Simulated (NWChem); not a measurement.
# InHOBr2; SMILES [In]([OH])([Br])[Br]

```xyz
5

In     0.5244     0.0091     0.0000
Br    -0.6971    -2.1656     0.0000
Br    -0.6981     2.1658     0.0000
O      2.5344     0.0523     0.0000
H      2.8644    -0.8694     0.0000
```
Atoms are numbered in this order, from 1.

Computed with NWChem. Coordinates come from a PBE-D3(BJ)/def2-SVP (def2 core potentials past Kr) optimisation. No frequency run checked for a minimum.

Task: Predict the results for TPSS/STO-3G, non-relativistic. Quantities: highest occupied level (eV); orbital gap (eV); dipole (D).

Result: 
```json
{
  "highest occupied level (eV)": "-3.22",
  "orbital gap (eV)": "4.48",
  "dipole (D)": "2.14"
}
```
